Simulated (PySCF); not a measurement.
**Electron correlation in Al (aluminium, neutral)**

[Ne] 3s1 3p1 3d1, one real determinant (an excited configuration). All numbers are calculated (PySCF 2.14, scalar relativity by spin-free X2C-1e, in aug-cc-pVQZ-DK). Frozen: [Ne]; 3 electrons correlated.

```tsv
level	correlation energy (mhartree)
CCSD	-16.54
(T)	-2.91
CCSD(T)	-19.45
```

Diagnostics: T1 = 0.056, D1 = 0.1344, largest double amplitude 0.408.

The real determinant used has ⟨L²⟩ near 8 against 12 for a pure F term, so it mixes terms. The outer electron is Rydberg-like, and this basis confines it to a smaller radius and binds it less than a complete one would. T1 exceeds 0.03, a sign that the reference determinant is poor. A double-excitation amplitude exceeds 0.15, a sign of near-degeneracy.

Cost of the coupled-cluster step: about 9 core-seconds, for 3 correlated electrons.

Iterations:

```
CC2 = 0
CCSD nocc = (np.int64(3), np.int64(0)), nmo = (79, 79)
frozen orbitals [[0, 1, 2, 3, 4], [0, 1, 2, 3, 4]]
max_cycle = 100
direct = 0
conv_tol = 1e-08
conv_tol_normt = 1e-06
diis_space = 8
diis_start_cycle = 0
Init t2, MP2 energy = -0.00720872879452998
Init E_corr(UCCSD) = -0.00720872884238669
cycle = 1  E_corr(UCCSD) = -0.00992819147959161  dE = -0.00271946264  norm(t1,t2) = 0.0441071
cycle = 2  E_corr(UCCSD) = -0.0112153016550333  dE = -0.00128711018  norm(t1,t2) = 0.0291268
cycle = 3  E_corr(UCCSD) = -0.012976562918805  dE = -0.00176126126  norm(t1,t2) = 0.0219698
cycle = 4  E_corr(UCCSD) = -0.013189354036064  dE = -0.000212791117  norm(t1,t2) = 0.0150408
cycle = 5  E_corr(UCCSD) = -0.0137650946461945  dE = -0.00057574061  norm(t1,t2) = 0.0136382
cycle = 6  E_corr(UCCSD) = -0.0145003938073809  dE = -0.000735299161  norm(t1,t2) = 0.0125013
cycle = 7  E_corr(UCCSD) = -0.0162025384616509  dE = -0.00170214465  norm(t1,t2) = 0.0101477
cycle = 8  E_corr(UCCSD) = -0.016625296060411  dE = -0.000422757599  norm(t1,t2) = 0.00804299
cycle = 9  E_corr(UCCSD) = -0.0161180696765465  dE = 0.000507226384  norm(t1,t2) = 0.00904742
cycle = 10  E_corr(UCCSD) = -0.016686581109284  dE = -0.000568511433  norm(t1,t2) = 0.00223892
cycle = 11  E_corr(UCCSD) = -0.0164759965414659  dE = 0.000210584568  norm(t1,t2) = 0.000807849
cycle = 12  E_corr(UCCSD) = -0.0165498740491529  dE = -7.38775077e-05  norm(t1,t2) = 0.000352639
cycle = 13  E_corr(UCCSD) = -0.0165389399296978  dE = 1.09341195e-05  norm(t1,t2) = 5.24197e-05
cycle = 14  E_corr(UCCSD) = -0.0165395717947605  dE = -6.31865063e-07  norm(t1,t2) = 1.12141e-05
cycle = 15  E_corr(UCCSD) = -0.0165405866004859  dE = -1.01480573e-06  norm(t1,t2) = 5.56401e-06
cycle = 16  E_corr(UCCSD) = -0.0165405854965637  dE = 1.10392222e-09  norm(t1,t2) = 4.56719e-07
UCCSD converged
E(UCCSD) = -242.0542337432997  E_corr = -0.0165405854965637
UCCSD(T) correction = -0.00290978186072839
```

The reference is one real determinant that mixes LS terms of this configuration.
